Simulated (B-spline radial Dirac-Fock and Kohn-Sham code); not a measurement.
## Isotope-shift constants of the inner levels of Si

System: the Si atom, [Ne] 3s2 3p2.

Input file task.json (cfg lists n, l and occupation; rrms is the nuclear radius in fm):

```json
{"items": [{
  "Z": 14,
  "q": 0,
  "cfg": [[1, 0, 2], [2, 0, 2], [2, 1, 6], [3, 0, 2], [3, 1, 2]],
  "A": 28,
  "rrms": 3.1224,
  "do": "isoshift",
  "isotopes": [[28, 27.97692653442, 3.1224], [29, 28.97649466434, 3.1176], [30, 29.973770137, 3.1336]]
}]}
```

Command: `python xray2_run.py task.json out`

Calculated with a radial atomic solver, using first-order field-shift and mass-shift constants from Dirac-Fock ground and hole states with a Fermi nucleus; the mass shift has no relativistic recoil terms. A binding energy shifts by δE = F·δ⟨r²⟩ + (K_N + K_S)·δ(1/M); F is taken for a change of radius at fixed skin thickness and so holds the higher radial moments.

```
     level  F (meV/fm²)  K_N (meV u)  K_S (meV u)
    K (1s)      -0.2324        -1015        247.6
   L1 (2s)     -0.01591       -88.57       -38.02
L2 (2p1/2)     0.003272       -59.52        60.19
L3 (2p3/2)     0.003271       -59.19        59.20
   M1 (3s)    -0.001037       -7.688       0.1369
```

Line shifts in meV from A = 28 (mass 27.9769 u, rms radius 3.1224 fm); radii from Angeli and Marinova (2013).

| A | mass (u) | radius (fm) | Kα1 | Kα2 | Lℓ |
| --- | --- | --- | --- | --- | --- |
| 29 | 28.9765 | 3.1176 | ? | ? | ? |
| 30 | 29.9738 | 3.1336 | +1.81 | +1.81 | -0.02 |

Q: What are the shifts for A = 29?

A: Kα1 +0.95 meV (field +0.01, mass +0.95); Kα2 +0.95 meV (field +0.01, mass +0.95); Lℓ -0.01 meV (field 0.00, mass -0.01).
